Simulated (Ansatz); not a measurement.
Ansatz (a first-principles code) input:

Ansatz 0.2 input:
```yaml
crystal:
  periodic: [false, false, false]
  atoms:
    - {symbol: B, position_ang: [-0.36306539, 0.30870802, -0.22656693]}
    - {symbol: Br, position_ang: [1.46175372, 0.22732520, -0.05150805]}
    - {symbol: H, position_ang: [-1.08291158, -0.47496680, 0.24896066]}
basis:
  gaussian:
    orbitals: def2-TZVP
hamiltonian:
  xc: b3lyp
  dispersion: d3bj
magnetization: {spin_polarized: true, initial_magnetization: 1}
relax: {f_tol: 0.002, max_steps: 150}
```

What final total energy does it print?

-2599.58804 Eh (B3LYP-D3(BJ)/def2-TZVP). The basis has 85 functions.

It need not be the lowest isomer of its formula.
